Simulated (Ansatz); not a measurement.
Relaxed structures of BH3TeO, closed shell (PBE0-D4/def2-TZVP; forces vanish, vibrations not checked; lower isomers may exist, and structures with a doubtful reference or unclear bonds are left out; Å). Computed with Ansatz 0.2.0 (basis: def2-TZVPP); correlated methods freeze the cores. Filled d shells of the heavier atoms are correlated. Core potentials replace the inner electrons of the atoms past krypton. The def2 sets are not built for correlating such inner shells, so the correlated values are less sure here.

Rank them by CCSD(T) energy, lowest first, and give each one's height above the lowest. Links in brackets join atoms within 1.22 times the sum of their covalent radii (1.1 for two metals). (To be estimated.)
A.
a complex of BHO ([B][OH]) + H₂Te
```
6
angstrom
B 0.6977 -2.0208 1.5847
Te -0.8647 1.5065 -0.6884
O 0.9780 -0.7929 1.3213
H -1.6477 0.2740 -1.4683
H 0.3078 1.5198 -1.8575
H 0.4566 -0.1743 0.7655
```
B.
BH₃TeO ([O][Te]1[H][BH2]1)
```
6
angstrom
B -0.9223 0.0915 -0.5710
Te -0.5713 -0.5466 1.4376
O 1.1933 -0.6679 1.7412
H -2.0699 0.3717 -0.7567
H -0.0022 0.4469 -1.2370
H -0.9010 -1.2357 -0.4327
```
C.
BH₃TeO ([BH2][Te][OH])
```
6
angstrom
B -0.8087 0.5011 -0.7165
Te -0.5513 -0.9172 0.7796
O 1.2621 -0.4893 1.4118
H -1.8676 0.4877 -1.2672
H 0.0687 1.2586 -0.9879
H 1.8969 -0.8408 0.7802
```

Computed: C (0.0 kJ/mol), A (75.3 kJ/mol), B (202.4 kJ/mol). Heights count from the lowest.

No T1 diagnostic of these runs exceeds 0.025. The restricted Hartree–Fock reference is unstable towards an unrestricted one at one or more of these structures.

For scale, one of the runs: CCSD(T)/def2-TZVPP, 154 basis functions, launched by `ansatz run in.yaml --threads 2 --pin off --events-out ev --progress --plain --max-ram 4352MiB`. Time: 44 s of wall clock on 2 CPU threads of an Arm Neoverse V2; the host was shared. Peak host memory: 1.2 GiB.
